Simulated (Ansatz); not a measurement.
Program: Ansatz. Geometries: PBE0-D4/def2-TZVP. ΔE: electronic, gas phase. CCSD(T)/CBS is the MP2 limit (def2-TZVPP, def2-QZVPP) plus CCSD(T) − MP2 in def2-TZVPP, frozen cores. Functionals use def2-TZVPP. For Br, Ge outer-core shells are correlated without core-valence functions, which leaves a few kJ/mol of doubt a bond. Scalar relativity is left out up to krypton. Each species was taken in one conformer, which may not be the lowest.

Reaction (redistribution): `C=NB(F)Br` + `[SiH3][GeH3]` → `FB([SiH3])Br` + `C=[N][GeH3]`

```tsv
level	ΔE (eV)
B97M-V	1.23
r2SCANh-D4	1.27
HF/def2-SVP	1.33
CCSD/CBS(def2)	1.16
```

Question: What does CCSD(T)/CBS give? (Estimate.)

Answer: Computed: +1.14 eV. The listed levels differ from it by 0.09, 0.13, 0.19, 0.02 eV.

Largest T1 diagnostic among the species: 0.013.

At CCSD(T), def2-SVP lies +0.12 eV from the extrapolated value and def2-TZVPP −0.02 eV. Leaving LDA and LC-ωPBE aside and taking each functional with its dispersion term where it has one, the values, not all of them listed here, spread over 0.13 eV, from ωB97X-V to r2SCAN0-D4. LDA lies +0.13 eV from PBE without D4.
